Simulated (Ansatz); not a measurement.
Ideal-gas functions of BrClFGeH, SMILES `[F][GeH]([Cl])[Br]` at 600 K and 1 bar, from an Ansatz frequency run at PBE0-D4/def2-TZVP.

Molar mass 207.97 g/mol, point group C1 (symmetry number 1), electronic degeneracy 1, moments of inertia 142.987, 389.583, 486.847 u Å². Harmonic wavenumbers (cm⁻¹, unscaled): 122, 178, 204, 327, 450, 695, 701, 734, 2220.

Use S(trans) = R[1.5 ln M + 2.5 ln T − 1.1517]; rotational temperatures θ = 24.2544 K / I; S(rot) = R[ln(√π/σ · √(T³/θAθBθC)) + 1.5]; for each mode x = 1.438777 ν̃/T, S = R[x/(eˣ − 1) − ln(1 − e⁻ˣ)] and H = RT x/(eˣ − 1); 1 cm⁻¹ = 0.0119627 kJ/mol; R = 8.31446 J/(mol·K).

**Question.** By hand: the entropy, in J/(mol·K).

**Answer.** Translation 190.0. Rotation: θ = 0.1696, 0.0623, 0.0498 K, giving 128.4. Vibration, mode by mode: 18.56, 15.46, 14.34, 10.55, 8.07, 4.97, 4.91, 4.61, 0.26, in all 81.7. Electronic 0.0. Sum 400.1 J/(mol·K).

**Question.** By hand: H − E and G − E in kJ/mol, counted from the electronic energy.

**Answer.** Zero-point energy ½ × 5631 × 0.0119627 = 33.7; thermal vibration 24.0; translation, rotation and pV give 4 RT = 20.0. H − E = 77.7 kJ/mol, and G − E = 77.7 − 600 × 400.1/1000 = -162.4 kJ/mol.

Vibration gives 20 % of the entropy, 18.6 J/(mol·K) of it from the mode under 150 cm⁻¹: soft modes count most, and the harmonic formula is weakest for them. The sum counts one conformer and one mirror image; others add a mixing term.
